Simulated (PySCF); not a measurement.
Below is a simulated gas-phase C 1s photoelectron spectrum of `O=Cc1cccpc1F`.

Every computed line was given a Gaussian of 0.5 eV full width at half maximum and an area set by the number of equivalent atoms; the highest printed point is 100. Level of theory: delta-SCF UKS SCAN, pcX-2 on the ionised atom, pcseg-1 elsewhere, spin-free X2C (PySCF 2.14.0).

binding energy (eV), intensity and a bar:
```
    290.1          0 
    290.2          0 
    290.3          1 
    290.4          5 #
    290.5         12 ####
    290.6         27 ########
    290.7         49 ###############
    290.8         73 ######################
    290.9         93 ############################
    291.0        100 ##############################
    291.1         92 ############################
    291.2         73 ######################
    291.3         49 ###############
    291.4         28 ########
    291.5         14 ####
    291.6          6 ##
    291.7          2 #
    291.8          1 
    291.9          0 
    292.0          0 
    292.1          0 
    292.2          0 
    292.3          0 
    292.4          1 
    292.5          3 #
    292.6          7 ##
    292.7         14 ####
    292.8         23 #######
    292.9         30 #########
    293.0         35 ##########
    293.1         36 ###########
    293.2         36 ###########
    293.3         36 ###########
    293.4         33 ##########
    293.5         26 ########
    293.6         17 #####
    293.7          9 ###
    293.8          4 #
    293.9          1 
    294.0          0 
    294.1          0
```

Count the maxima, the lines and the sites behind this envelope.

The curve has 2 maxima (at 291.0 and 293.2 eV). Under it lie 6 lines from 6 inequivalent carbon sites. At this width some lines have no maximum of their own.

Decompose the envelope and assign each component. Numbering: `[O:1]=[CH:2][c:3]1[cH:4][cH:5][cH:6][p:7][c:8]1[F:9]`.

| position (eV) | relative area | line | atoms | environment |
| --- | --- | --- | --- | --- |
| 290.85 | 1 | C 1s | C6 | aromatic CH carbon |
| 290.94 | 1 | C 1s | C4 | aromatic CH carbon |
| 291.04 | 1 | C 1s | C5 | aromatic CH carbon |
| 291.19 | 1 | C 1s | C3 | substituted aromatic carbon |
| 292.96 | 1 | C 1s | C8 | aromatic C–F carbon |
| 293.38 | 1 | C 1s | C2 | aldehyde carbon |

What are the centre and the root-mean-square width of the whole band?

The area-weighted mean of the lines is 291.73 eV. Their own spread about it is 1.03 eV (rms) and each Gaussian has σ = 0.5/2.355 = 0.21 eV; the variances add, which gives 1.05 eV.

Lowest listed C 1s: C6, bonded to C (aromatic in the SMILES), H and P (aromatic in the SMILES). Highest, 2.53 eV above it: C2, bonded to O (double bond), C and H. Summing the Pauling electronegativity differences to the bonded atoms, each weighted by its formal bond order, gives -0.89 for the lowest site and +1.43 for the highest; no listed site has a larger sum than the highest.

The curve has no shake-up lines and no vibrational structure. Spin contamination (⟨S²⟩ against 0.75 for a pure doublet) is marked for C 1s of C8 (0.85), which makes this value less certain. Isolated species at its PBE0-D3(BJ)/def2-SVP geometry (one conformer only).

Shape of the structure used: `[O:1]=[CH:2][c:3]1[cH:4][cH:5][cH:6][p:7][c:8]1[F:9]`: O1–C2–C3–C4 0°.
